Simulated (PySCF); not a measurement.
C3H5BF3NO.
Atom-mapped SMILES: `[BH3-:1][N+:2]#[C:3][CH2:4][O:5][C:6]([F:7])([F:8])[F:9]` (hydrogens: H10, H11, H12 on B1; H13, H14 on C4)

The closed-shell SCF was solved with PySCF and density fitting under several settings on one GFN2-xTB geometry (grid level 2 and gas phase unless stated).

```json
{"settings": "CAM-B3LYP/ANO-RCC-VDZP", "basis functions": "151", "SCF cycles": "13", "E (Eh)": "-571.6289", "HOMO (eV)": "-9.43", "LUMO (eV)": "-0.55", "dipole (D)": "4.73"}
{"settings": "KT3/MINI, energy threshold 1e-08 Eh", "basis functions": "50", "SCF cycles": "10", "E (Eh)": "-575.0108", "HOMO (eV)": "-9.49", "LUMO (eV)": "-4.98", "dipole (D)": "5.09"}
```

Q: Estimate the row for these settings: PBE0/6-311G**, fitting basis def2-qzvpp-jkfit.

A: 
```
                                     settings  basis functions  SCF cycles     E (Eh)  HOMO (eV)  LUMO (eV)  dipole (D)
PBE0/6-311G**, fitting basis def2-qzvpp-jkfit              192          11  -571.1945      -8.14      -1.69        4.70
```

Q: Over all rows, what range does the HOMO–LUMO gap span?

A: From 4.51 eV (KT3/MINI, energy threshold 1e-08 Eh) to 8.88 eV (CAM-B3LYP/ANO-RCC-VDZP). The functional of the narrowest has no exact exchange, that of the widest range-separated exact exchange.

Q: And the dipole moment?

A: From 4.70 D (PBE0/6-311G**, fitting basis def2-qzvpp-jkfit) to 5.09 D (KT3/MINI, energy threshold 1e-08 Eh); the largest is 1.08 times the smallest, and the median is 4.73 D.

Whole jobs, the steps after the SCF included, on an Intel Xeon Platinum 8259CL at 2.50 GHz with one thread, shared host:

| settings | work after the SCF | wall time | peak memory |
| --- | --- | --- | --- |
| CAM-B3LYP/ANO-RCC-VDZP | 12 singlets by full TDDFT, 5 Tamm–Dancoff triplets, polarisability | 50 s | 0.85 GiB |
| KT3/MINI, energy threshold 1e-08 Eh | spin–spin couplings from 9 perturbed nuclei, spin–dipole term for 4 of them | 12 s | 0.34 GiB |
| PBE0/6-311G**, fitting basis def2-qzvpp-jkfit | spin–spin couplings from 9 perturbed nuclei, spin–dipole term for 4 of them | 51 s | 0.87 GiB |

Cycle counts include a coarse-grid stage where the run had one. All basis functions are spherical, in the Pople sets too. KT3 was designed for NMR shieldings or shifts; total energies of different functionals aren't comparable. ANO-RCC sets were contracted for a scalar-relativistic Hamiltonian, but ran non-relativistically here.

Shape of the structure used: `[BH3-:1][N+:2]#[C:3][CH2:4][O:5][C:6]([F:7])([F:8])[F:9]`: C3–C4–O5–C6 180°, C4–O5–C6–F7 180°.

One conformer stands for the species.
